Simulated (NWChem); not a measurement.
# SiN$_{2}$H$_{4}$, singlet; SMILES N[Si]N

```xyz
7

Si     0.0000     0.0000    -0.6745
N      1.3343     0.0000     0.4490
H      1.3026     0.0000     1.4741
H      2.2963     0.0000     0.1043
N     -1.3343     0.0000     0.4490
H     -2.2963     0.0000     0.1043
H     -1.3026     0.0000     1.4741
```
Atoms are numbered in this order, from 1.

Program: NWChem. Pople sets run with spherical d functions. Low-valent species are run as closed-shell singlets; no triplet was tried in these runs. The geometry was optimised at PBE-D3(BJ)/def2-SVP.

For level B3PW91/6-31G*:

```
Item                         Value
---------------------------  -----
highest occupied level (eV)  -6.10
orbital gap (eV)              5.87
```

Problem. How do the values read with level OLYP/6-31G* instead?

Solution. The highest occupied level (eV) comes out as -5.02 and the orbital gap (eV) comes out as 4.34.
